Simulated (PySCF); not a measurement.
PySCF input (M06-2X/def2-TZVPD):

```python
from pyscf import gto, scf, dft

mol = gto.M(
    atom='''
    Si    0.04837089   -0.56125022   -0.07054755
    N     1.16427069    0.66788553   -0.54420741
    N    -1.21328567    0.24191578    0.77371426
    H    -0.32116000   -1.21410280   -1.37130070
    H     1.57786546    1.27797662    0.14435807
    H     1.78745648    0.51224543   -1.32171296
    H    -1.80139376   -0.22633064    1.44119439
    H    -1.57685589    1.13910542    0.48857889
    ''',
    basis='def2-tzvpd',
    charge=0,
    spin=1,
    verbose=4,
)

mf = dft.UKS(mol, xc='m062x').density_fit(auxbasis='def2-universal-jkfit')
mf.grids.level = 4
mf.conv_tol = 1e-9
mf.max_cycle = 100
mf.max_memory = 1500
mf.kernel()
if not mf.converged:
    mf = mf.newton()
    mf.kernel(mf.make_rdm1())
for _ in range(2):
    mo, _, stable, _ = mf.stability(return_status=True)
    if stable:
        break
    mf.kernel(mf.make_rdm1(mo, mf.mo_occ))
mf.analyze()
```

End of the output:

```
Extra cycle  E= -402.001009445835  delta_E= -4.09e-11  |g|= 3.45e-06  |ddm|= 1.64e-05
converged SCF energy = -402.001009445835  <S^2> = 0.75332362  2S+1 = 2.0033209
uhf_internal: lowest eigs of H = [0.30064267 0.30909668 0.32164014]
<class 'pyscf.df.df_jk.DFUKS'> wavefunction is stable in the internal stability analysis
**** SCF Summaries ****
Total Energy =                        -402.001009445835393
Nuclear Repulsion Energy =             110.752305469580875
One-electron Energy =                 -773.445848675531693
Two-electron Energy =                  260.692533760115396
Two-electron Coulomb Energy =          297.303826135340785
DFT Exchange-Correlation Energy =      -36.611292375225375
HOMO-LUMO gap [eV] =                     4.402906115944763
**** MO energy ****
                             alpha | beta                alpha | beta
MO #1   energy= -67.0141066670438  | -67.0092906709654  occ= 1 | 1
MO #2   energy= -14.726199269973   | -14.7247173557071  occ= 1 | 1
MO #3   energy= -14.7216770207265  | -14.7205227036092  occ= 1 | 1
MO #4   energy= -5.54870519800788  | -5.54523647039131  occ= 1 | 1
MO #5   energy= -3.86359616138712  | -3.85669391901516  occ= 1 | 1
MO #6   energy= -3.85835203056609  | -3.85608734579044  occ= 1 | 1
MO #7   energy= -3.85775440145324  | -3.85234070406435  occ= 1 | 1
MO #8   energy= -0.960660466510294 | -0.95482943392438  occ= 1 | 1
MO #9   energy= -0.936452757306352 | -0.931764286767899 occ= 1 | 1
MO #10  energy= -0.604109999449022 | -0.588442885180012 occ= 1 | 1
MO #11  energy= -0.56616438711232  | -0.562932366085877 occ= 1 | 1
MO #12  energy= -0.558021460760606 | -0.552895508050098 occ= 1 | 1
MO #13  energy= -0.479129999424806 | -0.473351921228812 occ= 1 | 1
MO #14  energy= -0.429625646493967 | -0.414600030848334 occ= 1 | 1
MO #15  energy= -0.367646396174727 | -0.344661012154842 occ= 1 | 1
MO #16  energy= -0.329777935193945 | -0.322623579629131 occ= 1 | 1
MO #17  energy= -0.222273691599383 | -0.0604698748916022 occ= 1 | 0
MO #18  energy= 0.0212657211536397 | 0.0213116777749364 occ= 0 | 0
MO #19  energy= 0.0314242179524315 | 0.0268221025405359 occ= 0 | 0
MO #20  energy= 0.0502598727509788 | 0.0457417953491565 occ= 0 | 0
MO #21  energy= 0.0810743068760773 | 0.0609793178114378 occ= 0 | 0
MO #22  energy= 0.084801943114962  | 0.0732190253209249 occ= 0 | 0
MO #23  energy= 0.0885017259749216 | 0.0798671530135016 occ= 0 | 0
MO #24  energy= 0.096499188923516  | 0.0928841734042956 occ= 0 | 0
MO #25  energy= 0.11747940379465   | 0.098898121133639  occ= 0 | 0
MO #26  energy= 0.128332142069189  | 0.111116188098492  occ= 0 | 0
MO #27  energy= 0.143352010820193  | 0.141755595416422  occ= 0 | 0
MO #28  energy= 0.16499453886943   | 0.149921608227033  occ= 0 | 0
MO #29  energy= 0.173625185205572  | 0.16481775463515   occ= 0 | 0
MO #30  energy= 0.176651503534504  | 0.168103958401256  occ= 0 | 0
MO #31  energy= 0.182493800442448  | 0.183435874130549  occ= 0 | 0
MO #32  energy= 0.192748399877852  | 0.186296221237924  occ= 0 | 0
MO #33  energy= 0.203302785146095  | 0.19216714728626   occ= 0 | 0
MO #34  energy= 0.211009998912248  | 0.203327182991471  occ= 0 | 0
MO #35  energy= 0.214870864466887  | 0.206261328428203  occ= 0 | 0
MO #36  energy= 0.222790958218523  | 0.218255970091633  occ= 0 | 0
MO #37  energy= 0.256314921420242  | 0.243332154284927  occ= 0 | 0
MO #38  energy= 0.258109311544792  | 0.251103186655179  occ= 0 | 0
MO #39  energy= 0.267035980223911  | 0.257182448338295  occ= 0 | 0
MO #40  energy= 0.27615049892299   | 0.271562987527279  occ= 0 | 0
MO #41  energy= 0.29345041348384   | 0.290154651606435  occ= 0 | 0
MO #42  energy= 0.303133186139809  | 0.303574677379124  occ= 0 | 0
MO #43  energy= 0.310173170647922  | 0.30687566085106   occ= 0 | 0
MO #44  energy= 0.310703540722133  | 0.309891896566459  occ= 0 | 0
MO #45  energy= 0.323771831828958  | 0.322411238494819  occ= 0 | 0
MO #46  energy= 0.334958648383604  | 0.329068704975642  occ= 0 | 0
MO #47  energy= 0.356270466817864  | 0.342659693131534  occ= 0 | 0
MO #48  energy= 0.373667064941013  | 0.36156191414889   occ= 0 | 0
MO #49  energy= 0.381271178741503  | 0.368160722823936  occ= 0 | 0
MO #50  energy= 0.396509980391051  | 0.378016577607814  occ= 0 | 0
MO #51  energy= 0.410607284880842  | 0.395315693384242  occ= 0 | 0
MO #52  energy= 0.421280107174365  | 0.410743243082933  occ= 0 | 0
MO #53  energy= 0.424456407981839  | 0.416738003468928  occ= 0 | 0
MO #54  energy= 0.449891123809539  | 0.444570886625048  occ= 0 | 0
MO #55  energy= 0.467555797662778  | 0.470366986949342  occ= 0 | 0
MO #56  energy= 0.484982382611306  | 0.481848443725483  occ= 0 | 0
MO #57  energy= 0.495736736913026  | 0.49412718781198   occ= 0 | 0
MO #58  energy= 0.51039692936261   | 0.507771918340091  occ= 0 | 0
MO #59  energy= 0.522578174881053  | 0.515409296044509  occ= 0 | 0
MO #60  energy= 0.554828009211165  | 0.542559149900084  occ= 0 | 0
MO #61  energy= 0.561685715992403  | 0.553983976594361  occ= 0 | 0
MO #62  energy= 0.581972386163456  | 0.569193640957193  occ= 0 | 0
MO #63  energy= 0.614808575688333  | 0.609705347722578  occ= 0 | 0
MO #64  energy= 0.630582546287995  | 0.624363228561497  occ= 0 | 0
MO #65  energy= 0.642999874287962  | 0.639678451495813  occ= 0 | 0
MO #66  energy= 0.65306205023853   | 0.650302480983513  occ= 0 | 0
MO #67  energy= 0.67691445665485   | 0.669909872796976  occ= 0 | 0
MO #68  energy= 0.70270741224462   | 0.685537759569226  occ= 0 | 0
MO #69  energy= 0.745423231702307  | 0.740188462813512  occ= 0 | 0
MO #70  energy= 0.756398010916974  | 0.751432462552821  occ= 0 | 0
MO #71  energy= 0.774662745437567  | 0.771552394816448  occ= 0 | 0
MO #72  energy= 0.796983611089478  | 0.793705583721249  occ= 0 | 0
MO #73  energy= 0.811371841995225  | 0.80089736217875   occ= 0 | 0
MO #74  energy= 0.884836493179047  | 0.87733657842774   occ= 0 | 0
MO #75  energy= 0.886473057377952  | 0.882646331158952  occ= 0 | 0
MO #76  energy= 0.910798244211202  | 0.907892079721761  occ= 0 | 0
MO #77  energy= 0.928699202880303  | 0.919069356281875  occ= 0 | 0
MO #78  energy= 0.94768902513124   | 0.944738468647739  occ= 0 | 0
MO #79  energy= 0.990013722655686  | 0.979904057379848  occ= 0 | 0
MO #80  energy= 1.078230179421     | 1.07541293090224   occ= 0 | 0
MO #81  energy= 1.10093803547001   | 1.09853730051685   occ= 0 | 0
MO #82  energy= 1.10492597282958   | 1.10263530803273   occ= 0 | 0
MO #83  energy= 1.14604832306448   | 1.13675662088515   occ= 0 | 0
MO #84  energy= 1.16411257124213   | 1.14938861791841   occ= 0 | 0
MO #85  energy= 1.18898562887555   | 1.18059925183356   occ= 0 | 0
MO #86  energy= 1.25691586414568   | 1.24419069339872   occ= 0 | 0
MO #87  energy= 1.27503405200761   | 1.27891708689553   occ= 0 | 0
MO #88  energy= 1.3196507610856    | 1.31870866884561   occ= 0 | 0
MO #89  energy= 1.33930443557311   | 1.33836694942      occ= 0 | 0
MO #90  energy= 1.35594543646198   | 1.362250605989     occ= 0 | 0
MO #91  energy= 1.38120432966665   | 1.38200771813687   occ= 0 | 0
MO #92  energy= 1.4045961587162    | 1.40576659676937   occ= 0 | 0
MO #93  energy= 1.45138148640544   | 1.44899837439759   occ= 0 | 0
MO #94  energy= 1.47986728827881   | 1.48179014632003   occ= 0 | 0
MO #95  energy= 1.50341674327219   | 1.50820498256095   occ= 0 | 0
MO #96  energy= 1.54421523938575   | 1.55211260949655   occ= 0 | 0
MO #97  energy= 1.57757393902527   | 1.57882446789201   occ= 0 | 0
MO #98  energy= 1.58879333624844   | 1.59199025730163   occ= 0 | 0
MO #99  energy= 1.62980706985585   | 1.62477317560623   occ= 0 | 0
MO #100 energy= 1.65412360315432   | 1.65735073344802   occ= 0 | 0
MO #101 energy= 1.68674242019394   | 1.68833698348016   occ= 0 | 0
MO #102 energy= 1.71105978279789   | 1.71111212951462   occ= 0 | 0
MO #103 energy= 1.72462383813475   | 1.72441076178098   occ= 0 | 0
MO #104 energy= 1.87819438273722   | 1.87641286548579   occ= 0 | 0
[...]
```

It need not be the lowest isomer of its formula.
